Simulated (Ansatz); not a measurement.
Reaction (SMILES): FB(F)[SiH3] → F[B]F + [SiH3] (SiH3) (the B-Si bond at the site shown breaks; other sites are not compared here)
Geometries: B3LYP-D3(BJ)/def2-TZVP minima from Ansatz (a first-principles code).

Quantity: bond dissociation energy (electronic energy difference), in kcal/mol. Cores are frozen in the correlated levels unless marked. UHF or UKS for open shells. No spin-orbit coupling. Non-relativistic unless marked X2C. Basis-set limits of correlation are two-point, X^-3; Hartree-Fock from the larger set.

| level | program | bond dissociation energy (kcal/mol) |
|---|---|---|
| BLYP-D3(BJ)/def2-TZVPD | Ansatz + dftd3 | 85.0 |
| BLYP-D4/def2-TZVPD | Ansatz + dftd4 | 85.1 |
| r2SCAN-D3(BJ)/def2-TZVPD | Ansatz + dftd3 | (withheld) |
| SCS-MP2/cc-pV(T+d)Z | Ansatz | 89.5 |
| X2C-CCSD(T)/cc-pVTZ-DK | Ansatz | (withheld) |
| CCSD(T)/CBS(cc-pV(T+d)Z,cc-pV(Q+d)Z) | Ansatz | (withheld) |

Problem. Complete the blanks.

Solution. 
- r2SCAN-D3(BJ)/def2-TZVPD, bond dissociation energy (kcal/mol): 83.4
- X2C-CCSD(T)/cc-pVTZ-DK, bond dissociation energy (kcal/mol): 88.6
- CCSD(T)/CBS(cc-pV(T+d)Z,cc-pV(Q+d)Z), bond dissociation energy (kcal/mol): 90.7
